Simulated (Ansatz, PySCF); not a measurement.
B(vinyl)(OH)(NH2) (C₂H₆BNO), SMILES C=CB(N)O.

The structure is a stationary point at r2SCAN-D4/def2-SVP. This is a generated structure with no PubChem entry under its InChIKey; it may be hypothetical. Other conformers were not sampled.

Vertical ionisation energy (IE) and electron affinity (EA) in eV. Rows of orbital energies are one-electron estimates. Where ΔSCF, EOM or ADC give a negative EA the extra electron is unbound and the value depends on the basis.

| level | IE | EA |
|---|---|---|
| −ε(HOMO), −ε(LUMO), M06-2X/def2-TZVP (PySCF) | 8.63 | -0.58 |
| −ε(HOMO), −ε(LUMO), PBE/def2-TZVP (PySCF) | 6.17 | 1.29 |
| ΔSCF, CAM-B3LYP/def2-SVPD (Ansatz), final states of multiplicity 2 and 2 | 9.69 | -1.15 |
| ΔSCF, PBE/def2-SVPD (Ansatz), final states of multiplicity 2 and 2 | 9.30 | -0.91 |

Task: What vertical singlet–triplet gap does ΔSCF give with CAM-B3LYP/def2-SVPD (Ansatz, a first-principles code) and with PBE/def2-SVPD (Ansatz)? (An estimate is asked for; the answer gives what the named calculation found.)

Result: 3.97 and 4.01 eV (triplet above singlet where positive).
